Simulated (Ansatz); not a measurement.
`F[SiH](F)C(F)(F)F` → `F[SiH](F)F` + `F[C]F` at 500 K and 1 bar (difluorocarbene loss).

Computed with Ansatz on PBE0-D4/def2-TZVP structures; ΔE is electronic, products minus reactants. CCSD(T)/CBS is the MP2 limit (def2-TZVPP, def2-QZVPP) plus CCSD(T) − MP2 in def2-TZVPP, frozen cores. This one scheme is used for every species.

```csv
species,CCSD(T)/CBS energy (Eh),H − E (kJ/mol),S (J/(mol·K))
`F[SiH](F)C(F)(F)F`,-826.82390,124.1,429.2
`F[SiH](F)F`,-589.26725,75.7,315.5
`F[C]F`,-237.54028,37.4,262.4
```

H − E and S are ideal-gas, rigid-rotor, harmonic terms from PBE0-D4/def2-TZVP. 1 Eh = 2625.50 kJ/mol, R = 8.31446 J/(mol·K).

Q: By hand: ΔE, ΔH, ΔS and ΔG.

A: ΔE = (-589.26725) + (-237.54028) − (-826.82390) = 0.01637 Eh = 43.0 kJ/mol. Δ(H − E) = 75.7 + 37.4 − 124.1 = -11.0, so ΔH = 32.0 kJ/mol. ΔS = 315.5 + 262.4 − 429.2 = 148.7 J/(mol·K). ΔG = 32.0 − 500 × (148.7)/1000 = -42.3 kJ/mol.

Q: By hand: the equilibrium constant, and the temperature at which ΔG would vanish if ΔH and ΔS stayed fixed.

A: log₁₀ K = −ΔG/(RT ln 10) = 4.4. ΔG = 0 at ΔH/ΔS = 215 K.

The number of gas molecules changes by +1, which sets the sign of ΔS. A doubt of 5 kJ/mol in ΔE shifts log₁₀ K by 0.5 here. Modes under 60 cm⁻¹, often nearly free rotors, make the harmonic entropy too high. These are equilibria of isolated gas molecules and say nothing of rates. Largest T1 diagnostic: 0.017 (customary marks: 0.02 for closed shells, 0.045 for open ones).
